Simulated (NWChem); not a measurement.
A series in which one site is exchanged, each optimised at B3LYP/6-31G* with NWChem, gas phase unless a solvent is named. Pople sets run with spherical d functions.

A: [NH2][GaH2] (GaNH$_{4}$; site = Ga)
B: BN (BNH4; site = B)
C: [NH2][AlH2] (AlNH$_{4}$; site = Al)

Question: Rank them by orbital gap (eV), B3LYP/6-31G*, lowest first.

Answer: A (6.01), C (6.32), B (8.67)
